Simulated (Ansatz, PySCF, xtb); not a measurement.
Energy difference R1 + R2 → P1 + P2, each structure at its B3LYP-D3(BJ)/def2-TZVP stationary point, reached from a drawn start (curvature not checked).
P1: CH4 (SMILES C), charge 0, multiplicity 1.
R1, H2O (SMILES O) (charge 0, multiplicity 1):
```xyz
3

O      0.000     0.000     0.390
H      0.000     0.765    -0.195
H      0.000    -0.765    -0.195
```
P2: H6OSi2 (SMILES [SiH3]O[SiH3]), charge 0, multiplicity 1.
R2, CH8Si2 (SMILES [SiH3]C[SiH3]) (charge 0, multiplicity 1):
```tsv
atom	x (Å)	y (Å)	z (Å)
Si	1.4368	0.7082	0.0113
C	0.2288	-0.7218	-0.1281
Si	-1.5794	-0.2579	0.0685
H	2.8344	0.2416	-0.1574
H	1.1503	1.7224	-1.0314
H	1.3135	1.3534	1.3404
H	0.4828	-1.4701	0.6289
H	0.3636	-1.2007	-1.1027
H	-1.9714	0.7226	-0.9721
H	-1.8082	0.3536	1.3996
H	-2.4510	-1.4513	-0.0572
```

P less R. No zero-point or thermal terms.

Codes used: Ansatz (a program for electronic structure) with Gaussian orbitals; PySCF for the D3/D4 terms; xtb for the GFN methods. All values are computed, each at the level named.

Q: One of these levels gives -39.26 kcal/mol for the reaction energy. Which?
A. revPBE-D3(BJ)/def2-TZVPP
B. GFN1-xTB
C. CAM-B3LYP/def2-TZVPP

A: A, revPBE-D3(BJ)/def2-TZVPP. The others give -114.13 (GFN1-xTB), -50.13 (CAM-B3LYP/def2-TZVPP)
